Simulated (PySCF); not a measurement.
Input file for PySCF: R-M06-2X/def2-TZVPP on CH4BFO (SMILES CB(O)F), a point of a torsion scan.

```python
from pyscf import gto, dft

mol = gto.M(
    atom='''
    C    -0.92220246   -0.18281828   -0.05833811
    B     0.53718172    0.37804216    0.17223598
    O     1.61205839   -0.14415622   -0.41719001
    F     0.69507585    1.52406739    0.86178999
    H    -1.58318582    0.59357666   -0.43474277
    H    -0.93336212   -1.01404257   -0.75464850
    H    -1.34820264   -0.52419869    0.88265937
    H     2.46551733    0.02263928   -0.01684600
    ''',
    basis='def2-tzvpp',
    charge=0, spin=0, verbose=4, max_memory=1800)
mf = dft.RKS(mol, xc='m062x').density_fit(auxbasis='def2-universal-jkfit')
mf.grids.level = 4
mf.conv_tol = 1e-9
mf.max_cycle = 150
mf.kernel()
mf.dip_moment()
```

The log:

```
PySCF version 2.14.0

[INPUT] verbose = 4
[INPUT] num. atoms = 8
[INPUT] num. electrons = 32
[INPUT] charge = 0
[INPUT] spin (= nelec alpha-beta = 2S) = 0
[INPUT] symmetry False subgroup None
[INPUT] Mole.unit = angstrom
[INPUT] Symbol           X                Y                Z      unit          X                Y                Z       unit  Magmom
[INPUT]  1 C     -0.922202460000  -0.182818280000  -0.058338110000 AA   -1.742710080800  -0.345476479764  -0.110243050525 Bohr   0.0
[INPUT]  2 B      0.537181720000   0.378042160000   0.172235980000 AA    1.015126329923   0.714396145939   0.325478830996 Bohr   0.0
[INPUT]  3 O      1.612058390000  -0.144156220000  -0.417190010000 AA    3.046348853907  -0.272415774953  -0.788374860805 Bohr   0.0
[INPUT]  4 F      0.695075850000   1.524067390000   0.861789990000 AA    1.313502992299   2.880069962481   1.628547057992 Bohr   0.0
[INPUT]  5 H     -1.583185820000   0.593576660000  -0.434742770000 AA   -2.991787604095   1.121697321334  -0.821544769935 Bohr   0.0
[INPUT]  6 H     -0.933362120000  -1.014042570000  -0.754648500000 AA   -1.763798781843  -1.916262735950  -1.426078985314 Bohr   0.0
[INPUT]  7 H     -1.348202640000  -0.524198690000   0.882659370000 AA   -2.547733750016  -0.990591958956   1.667984470581 Bohr   0.0
[INPUT]  8 H      2.465517330000   0.022639280000  -0.016846000000 AA    4.659152509069   0.042782038857  -0.031834326294 Bohr   0.0

nuclear repulsion = 112.649414675478
number of shells = 68
number of NR pGTOs = 248
number of NR cGTOs = 180
basis = def2-tzvpp
ecp = {}


******** <class 'pyscf.df.df_jk.DFRKS'> ********
method = DFRKS
initial guess = minao
damping factor = 0
level_shift factor = 0
DIIS = <class 'pyscf.scf.diis.CDIIS'>
diis_start_cycle = 1
diis_space = 8
diis_damp = 0
SCF conv_tol = 1e-09
SCF conv_tol_grad = None
SCF max_cycles = 150
direct_scf = False
XC library pyscf.dft.libxc version 7.1.2
    S. Lehtola, C. Steigemann, M. J. T. Oliveira, and M. A. L. Marques,  SoftwareX 7, 1–5 (2018)
XC functionals = m062x
    Y. Zhao and D. G. Truhlar,  Theor. Chem. Acc. 120, 215 (2008)
    Y. Zhao and D. G. Truhlar,  Theor. Chem. Acc. 120, 215 (2008)
radial grids:
    Treutler-Ahlrichs [JCP 102, 346 (1995); DOI:10.1063/1.469408] (M4) radial grids

becke partition: Becke, JCP 88, 2547 (1988); DOI:10.1063/1.454033
pruning grids: <function nwchem_prune>
grids dens level: 4
symmetrized grids: False
atomic radii adjust function: <function treutler_atomic_radii_adjust>
small_rho_cutoff = 0
Set gradient conv threshold to 3.16228e-05
Initial guess from minao.
tot grids = 176640
******** <class 'pyscf.df.df.DF'> ********
auxbasis = def2-universal-jkfit
init E= -240.926101743758
  HOMO = -0.414313421159079  LUMO = -0.00345598910014785  gap/eV = 11.18000
cycle= 1 E= -240.48498249236  delta_E= 0.441  |g|= 0.69  |ddm|= 2.02
  HOMO = -0.327894050132798  LUMO = 0.0502169860615744  gap/eV = 10.28893
cycle= 2 E= -240.481903768845  delta_E= 0.00308  |g|= 0.762  |ddm|= 0.728
  HOMO = -0.403572827187936  LUMO = 0.0416337307509408  gap/eV = 12.11469
cycle= 3 E= -240.570103485727  delta_E= -0.0882  |g|= 0.0475  |ddm|= 0.362
  HOMO = -0.410988049981118  LUMO = 0.042428272255872  gap/eV = 12.33809
cycle= 4 E= -240.570466964976  delta_E= -0.000363  |g|= 0.0269  |ddm|= 0.0402
  HOMO = -0.408279815499192  LUMO = 0.042550986490427  gap/eV = 12.26773
cycle= 5 E= -240.570605264718  delta_E= -0.000138  |g|= 0.00547  |ddm|= 0.0161
  HOMO = -0.40819537670729  LUMO = 0.0424762699493413  gap/eV = 12.26340
cycle= 6 E= -240.570609779455  delta_E= -4.51e-06  |g|= 0.00231  |ddm|= 0.00458
  HOMO = -0.408473968113174  LUMO = 0.0424266898417009  gap/eV = 12.26963
cycle= 7 E= -240.570610671363  delta_E= -8.92e-07  |g|= 0.000472  |ddm|= 0.00139
  HOMO = -0.408426846779257  LUMO = 0.0424403413980719  gap/eV = 12.26872
cycle= 8 E= -240.570610729401  delta_E= -5.8e-08  |g|= 6.31e-05  |ddm|= 0.00041
  HOMO = -0.408423755387354  LUMO = 0.0424401663093914  gap/eV = 12.26863
cycle= 9 E= -240.570610731149  delta_E= -1.75e-09  |g|= 1.81e-05  |ddm|= 9.45e-05
  HOMO = -0.408426690421038  LUMO = 0.0424395251888814  gap/eV = 12.26869
cycle= 10 E= -240.570610731268  delta_E= -1.19e-10  |g|= 5.54e-06  |ddm|= 2.32e-05
  HOMO = -0.408425742698881  LUMO = 0.0424397433031577  gap/eV = 12.26867
Extra cycle  E= -240.570610731276  delta_E= -7.84e-12  |g|= 3.72e-06  |ddm|= 7.58e-06
converged SCF energy = -240.570610731276
Dipole moment(X, Y, Z, Debye):  0.61364, -0.72516,  0.31876
```

Self-consistency was reached.

Cost: very roughly 30 core-seconds.
